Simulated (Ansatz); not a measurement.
Si3GeH10⁺, that is HGe(SiH3)3 with one electron fewer. Charge 1, multiplicity 2. Geometry r2SCAN-D4/def2-SVP, that of the neutral singlet; atoms count from 1.

```xyz
14

Ge    0.0336   -0.5920    0.3390
Si   -0.5159   -1.0165   -1.9387
Si    2.1424    0.5073    0.4599
Si   -1.6427    0.7850    1.3209
H     0.1102   -1.9287    1.1044
H    -0.5992    0.2853   -2.6690
H    -1.8353   -1.7112   -2.0437
H     0.5306   -1.8644   -2.5870
H     2.0641    1.7924   -0.3000
H     2.5007    0.8102    1.8791
H     3.2172   -0.3405   -0.1403
H    -2.9813    0.1239    1.2476
H    -1.3201    1.0697    2.7525
H    -1.7044    2.0795    0.5754
```

Problem. Estimate the Mulliken populations from the PBE0/def2-TZVP orbitals of Ansatz.

Solution. 
```csv
atom,charge (e),spin (α − β)
Ge1,0.09,0.29
Si2,0.01,0.09
Si3,0.08,0.35
Si4,0.01,0.08
H5,0.13,-0.01
H6,0.06,0.00
H7,0.08,0.06
H8,0.06,0.00
H9,0.08,0.01
H10,0.09,0.04
H11,0.09,0.04
H12,0.08,0.06
H13,0.06,0.00
H14,0.06,0.00
```
Mulliken values depend strongly on the basis.

Problem. Where does the spin sit?

Solution. Summed by element: Ge 0.29, Si 0.53, H 0.18, of 1 unpaired in all. Largest on single atoms: Si3 0.35, Ge1 0.29, Si2 0.09.

Problem. And the Mayer bond orders between heavy atoms (over 0.3)?

Solution. Ge1–Si2 0.88 (2.38 Å); Ge1–Si3 0.68 (2.38 Å); Ge1–Si4 0.88 (2.38 Å).
